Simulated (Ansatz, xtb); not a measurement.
# Isomers of C4H6Br2 in order of energy

5 gas-phase structures of C4H6Br2, from a drawn sample of its isomers (lower ones may exist). Each was relaxed with GFN2-xTB:

A. `Br[C@@H]1CC[C@@H]1Br`, a singlet
B. `Br[C@H]1C[C@H](Br)C1`, a singlet
C. `Br[C@@H]1CC[C@H]1Br`, a singlet
D. `Br[C@H]1C[C@@H](Br)C1`, a singlet
E. `BrC1(Br)CCC1`, a singlet

**Question.** Make a reasoned guess at their ranking by r2SCAN-D4/def2-SVP single-point energy.

**Answer.** Calculated order at r2SCAN-D4/def2-SVP: D (0.0), C (0.2), B (1.0), A (3.1), E (3.4) kcal/mol. Less than 1 kcal/mol parts D and C; C and B; A and E, so the order within those pairs means little.

Energies above the lowest of each column, in kcal/mol; the last columns are at PBE0-D3(BJ)/def2-SVP geometries:

```csv
structure,GFN2-xTB,HF/STO-3G,r2SCAN-D4/def2-SVP,PBE0-D3(BJ)/def2-SVP,CCSD(T)/def2-SVP + ΔMP2/def2-TZVPP
D,0.3,0.0,0.0,0.4,0.5
C,0.0,0.1,0.2,0.0,0.0
B,0.1,1.2,1.0,1.3,1.3
A,2.6,2.7,3.1,2.7,2.8
E,2.2,3.2,3.4,4.2,3.8
```

Every level run on C puts it lowest or level with the lowest. CCSD(T)/def2-SVP + ΔMP2/def2-TZVPP orders those it was run on as C (0.0), D (0.5), B (1.3), A (2.8), E (3.8) kcal/mol. Less than 1 kcal/mol parts C and D; D and B, so the order within those pairs means little. ΔMP2 is the change of the MP2 energy from the smaller to the larger basis.

Over these structures GFN2-xTB departs from r2SCAN-D4/def2-SVP by 0.4 kcal/mol on average once a common shift is removed. A GFN2-xTB relaxation took about 0.082 s and the r2SCAN-D4/def2-SVP energy about 3.6 s on a shared host (Ansatz 0.2.0, xtb 6.7.1).
